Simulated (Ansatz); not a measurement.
Geometry optimisation, Ansatz, RKS PBE0/def2-SVP.

Input file:

```yaml
crystal:
  periodic: [false, false, false]
  atoms:
    - { symbol: Ge, position_ang: [0.0, 0.0, 0.0] }
    - { symbol: O, position_ang: [0.0, 0.0, 1.77] }
    - { symbol: H, position_ang: [-0.9095, -0.2814, 2.1071] }
    - { symbol: F, position_ang: [1.5842, 0.0, -0.5594] }
    - { symbol: H, position_ang: [-0.73, 1.2648, -0.5162] }
    - { symbol: F, position_ang: [-0.7913, -1.3709, -0.5594] }
basis:
  gaussian: { orbitals: def2-SVP }
hamiltonian:
  xc: pbe0
relax:
  f_tol: 0.02
  max_steps: 40
output:
  orbitals: {}
```

Launched with:

```bash
$ ansatz run input.yaml --threads 2 --pin off --max-ram 3072MiB --backend cpu --events-out ev --progress --plain --runs-dir out
```

Where does it end, and by what steps?

The forces met the threshold. After 16 steps the energy has fallen by 0.252 eV; H3 moved furthest, 0.76 Å.

| step | energy less start (eV) | largest force component (eV/Å) | accepted |
| --- | --- | --- | --- |
| 0 | 0.0000 | 2.225 | yes |
| 1 | -0.1432 | 0.770 | yes |
| 2 | -0.1667 | 0.219 | yes |
| 3 | -0.1672 | 0.603 | yes |
| 4 | -0.1734 | 0.146 | yes |
| 5 | -0.1733 | 0.523 | no |
| 6 | -0.1761 | 0.073 | yes |
| 7 | -0.1852 | 0.080 | yes |
| 8 | -0.2060 | 0.191 | yes |
| 9 | -0.0097 | 3.448 | no |
| 10 | -0.2202 | 0.200 | yes |
| 11 | -0.2345 | 0.165 | yes |
| 12 | -0.2480 | 0.108 | yes |
| 13 | -0.2515 | 0.023 | yes |
| 14 | -0.2507 | 0.161 | no |
| 15 | -0.2516 | 0.074 | yes |
| 16 | -0.2518 | 0.004 | yes |

```xyz
6
Properties=species:S:1:pos:R:3
Ge -0.157 0.106 -0.012
O -0.482 0.213 1.697
H -0.209 -0.564 2.199
F 1.527 -0.178 -0.258
H -0.626 1.353 -0.738
F -0.899 -1.317 -0.645
```

Whether the end is a true minimum wasn't checked by a vibrational analysis.

Run time: 29 s on 2 threads of AMD EPYC 7R43 64-Core Processor (Zen 3), with other jobs on the host, peak memory 0.18 GiB.
